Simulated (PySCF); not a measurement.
# Excitation energy of Zr⁺ by level of theory

Zr⁺ [Kr] 4d2 5s1 (4F) → Zr⁺ [Kr] 4d1 5s1 5p1 (high-spin determinant), as a difference of total energies. Calculation: PySCF 2.14, in ANO-RCC-VTZP (7s6p4d2f1g, 68 functions); scalar relativity by spin-free X2C-1e. Correlated levels: valence: [Kr] frozen; valence and next inner shell: [Ar] 3d10 frozen. The calculations carry no spin-orbit coupling.

```tsv
method	excitation energy (eV)
UHF	4.253
LDA	4.724
PBE	4.759
PBE0	4.699
r2SCAN	4.883
PW91	4.773
TPSSh	4.770
revPBE	4.755
MP2 (valence)	4.306
SCS-MP2 (valence)	4.271
MP2 (valence and next inner shell)	4.480
SCS-MP2 (valence and next inner shell)	4.459
```

How much does correlation contribute at MP2 (valence and next inner shell)?

4.480 − (4.253) = 0.227 eV, measured against UHF.

A first-order spin-orbit estimate (lowest level to lowest level, LS coupling) adds -0.029 eV.

The basis was made for the ground configuration and has no added diffuse functions, so the excitation energy can come out too high.

The determinant of the upper state mixes LS terms, which raises its energy above the lowest term, most at the Hartree-Fock and MP2 levels.
